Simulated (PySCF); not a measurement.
# Core-level binding energies of `C1C[CH]([GeH]2[CH2]C[CH2]2)C1`

Compound: C₇H₁₄Ge.
Bonds: C1–C2, C2–C3, C3–Ge4, Ge4–C5, C5–C6, C6–C7, C3–C8, C1–C8, Ge4–C7. Hydrogens: H9, H10 on C1; H11, H12 on C2; H13 on C3; H14 on Ge4; H15, H16 on C5; H17, H18 on C6; H19, H20 on C7; H21, H22 on C8.

The calculation used delta-SCF UKS SCAN, pcX-2 on the ionised atom, pcseg-1 elsewhere, spin-free X2C in PySCF 2.14.0. Each binding energy is the total energy of the core-ionised species, with the hole localised on one atom, minus that of the ground state; both are solved self-consistently, so orbital relaxation is included.

Problem. What binding energy does each computed site have?

Solution. 
| atom(s) | environment | level | binding energy (eV) | above the level's lowest (eV) | count |
| --- | --- | --- | --- | --- | --- |
| C5/C7 | sp3 carbon bound to germanium | C 1s | 289.57 | 0.00 | 2 |
| C3 | sp3 carbon bound to germanium | C 1s | 289.81 | +0.24 | 1 |
| C2/C8 | four-membered-ring carbon | C 1s | 290.29 | +0.72 | 2 |
| C1 | four-membered-ring carbon | C 1s | 290.32 | +0.75 | 1 |
| C6 | four-membered-ring carbon | C 1s | 290.33 | +0.76 | 1 |

Lowest listed C 1s: C5/C7, bonded to C, 2 H and Ge. Highest, 0.76 eV above it: C6, bonded to 2 C and 2 H. Summing the Pauling electronegativity differences to the bonded atoms, each weighted by its formal bond order, gives -1.24 for the lowest site and -0.70 for the highest; no listed site has a larger sum than the highest. The values 290.29, 290.32 and 290.33 eV lie too close for their order to be trusted.

Problem. Express the binding energy of C 1s of C6 in atomic units and per mole.

Solution. 290.33 eV = 10.6694 Eh = 28013 kJ/mol.

Problem. What is the longest wavelength that can ionise C 1s of C6 vertically?

Solution. λ = hc/E = 12398.42 eV Å / 290.33 eV = 42.705 Å.

Topologically equivalent atoms share the value of their first member; where this conformer doesn't relate them by symmetry, their own values could differ. No level of germanium is listed. One conformer (not necessarily the lowest) at the PBE0-D3(BJ)/def2-SVP geometry, without solvent, vibrations or thermal averaging.

The run took 3.4 min on one thread, Arm Neoverse N1 (aarch64), shared host with 64 logical CPUs at a one-minute load of 58, and the process peaked at 0.72 GiB of memory.

The values belong to the conformer `[CH2:1]1[CH2:2][CH:3]([GeH:4]2[CH2:5][CH2:6][CH2:7]2)[CH2:8]1`: C2–C3–Ge4–C5 -47°.
